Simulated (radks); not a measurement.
All-electron atom: Mn2+ in [Ar] 3d4 4s0.5 4p0.5 (fractional occupations, a model configuration). Method: scalar-relativistic Kohn-Sham, SCAN, spin-polarised, spherical densities, finite nucleus; open shells are filled with parallel spins first; meta-GGA in the generalised Kohn-Sham scheme; Fermi nuclear charge, rms radius 3.7057 fm; computed with a radial shooting solver on a logarithmic mesh with Libxc functionals.

Radial electron density D(r) = 4 pi r^2 rho(r):

```
   r/bohr * D(r) (the largest magnitude, 32.5, reaches the edge; | marks zero)
 0.005108 |    *
 0.006704 |       *
  0.00873 |           *
  0.01137 |                *
  0.01492 |                        *
  0.01943 |                                *
   0.0255 |                                         *
  0.03321 |                                                *
  0.04359 |                                                  *
  0.05675 |                                               *
   0.0745 |                                         *
    0.097 |                                      *
   0.1273 |                                            *
   0.1658 |                                                     *
   0.2176 |                                                      *
   0.2834 |                                         *
    0.369 |                        *
   0.4843 |                  *
   0.6306 |                       *
   0.8278 |                       *
    1.078 |               *
    1.415 |      *
    1.842 |  *
    2.418 |*
    3.149 |*
    4.133 *
    5.382 *
    7.064 *
```

D(r) has 3 maxima, at r = 0.0422, 0.195, 0.728 bohr, and minima at 0.0932, 0.469 bohr, inside which lie 2.12, 10.60 electrons.
